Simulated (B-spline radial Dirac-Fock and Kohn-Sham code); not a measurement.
# Binding energies of Mg⁺ in different valence configurations

Method: multi-electron Dirac-Fock with separately optimised hole states, Breit and Lamb-shift corrections added in first order. Computed with a radial atomic solver. Electron correlation is not included.

Reference: the tabulated ground configuration [Ne] 3s1, with 2p1/2 66.71 eV, 2p3/2 66.44 eV.

Shifts from the reference in eV.

```tsv
configuration	average energy	2p1/2	2p3/2
[Ne] 3p1	+4.30	+1.65	+1.66
```
